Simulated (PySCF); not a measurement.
PySCF 2.14 output of an unrestricted BHandHLYP calculation on a single atom or ion in aug-cc-pVQZ-DK (9s8p6d4f3g2h, 140 functions), with the spin-free X2C one-electron Hamiltonian (Gaussian nucleus):

```
SCF conv_tol = 1e-09
number electrons alpha = 15  beta = 13
    A. D. Becke.,  J. Chem. Phys. 98, 1372 (1993)
    Defined through Gaussian implementation.
cycle= 1 E= -1794.54207956783  delta_E= -0.00997  |g|= 0.0471  |ddm|= 0.277
cycle= 2 E= -1794.54209994577  delta_E= -2.04e-05  |g|= 0.0525  |ddm|= 0.0381
cycle= 3 E= -1794.54237390508  delta_E= -0.000274  |g|= 0.00208  |ddm|= 0.0119
cycle= 4 E= -1794.54237468584  delta_E= -7.81e-07  |g|= 0.000585  |ddm|= 0.00275
cycle= 5 E= -1794.54237474002  delta_E= -5.42e-08  |g|= 2.39e-05  |ddm|= 0.000588
cycle= 6 E= -1794.54237474033  delta_E= -3.06e-10  |g|= 3.54e-06  |ddm|= 4.36e-05
converged SCF energy = -1794.54237474033  <S^2> = 2.0003732  2S+1 = 3.0002488
```

The run itself started from symmetry-adapted Hartree-Fock orbitals and held the occupation by maximum overlap, on a logarithmic radial grid, so the iterations belong to that start.

**Question.** Which element, charge and spin multiplicity is this?

**Answer.** Zn(2+) (zinc, charge +2), multiplicity 3; the state was [Ar] 3d9 4s1, high-spin 3D determinant (an excited configuration).
